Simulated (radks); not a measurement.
Problem. All-electron atom: Yb XVI in [Kr] 4d10 4f9. Method: scalar-relativistic Kohn-Sham, exchange-only LDA, spin-polarised, spherical densities, point nucleus; open shells are filled with parallel spins first (spin-orbit coupling, left out, can overturn this in heavy ions); computed with a radial shooting solver on a logarithmic mesh with Libxc functionals. Some entries of the table are withheld. Estimate them.

| orbital | occ. | eigenvalue (eV) | r(max) (bohr) |
|---|---|---|---|
| 1s down | 1 | -61527.30 | 0.01238 |
| 1s up | 1 | -61527.28 | 0.01238 |
| 2s up | 1 | -10701.99 | 0.07063 |
| 2s down | 1 | -10701.85 | 0.07063 |
| 2p up | 3 | -9475.114 | 0.05757 |
| 2p down | 3 | -9475.010 | 0.05757 |
| 3s up | 1 | -2671.089 | 0.1996 |
| 3s down | 1 | -2667.686 | 0.1995 |
| 3p up | 3 | -2301.248 | 0.1967 |
| 3p down | 3 | -2297.856 | 0.1966 |
| 3d up | 5 | -1849.906 | 0.1602 |
| 3d down | 5 | -1847.270 | 0.1601 |
| 4s up | 1 | -786.2789 | (1) |
| 4s down | 1 | -779.9111 | (2) |
| 4p up | 3 | -663.0156 | 0.4733 |
| 4p down | 3 | -656.7917 | 0.4733 |
| 4d up | 5 | -500.4836 | 0.4846 |
| 4d down | 5 | -494.3812 | 0.4847 |
| 4f up | 7 | -318.2168 | 0.4534 |
| 4f down | 2 | -312.0441 | 0.4545 |

Solution. 
(1) 4s up r(max) (bohr): 0.4532
(2) 4s down r(max) (bohr): 0.4532
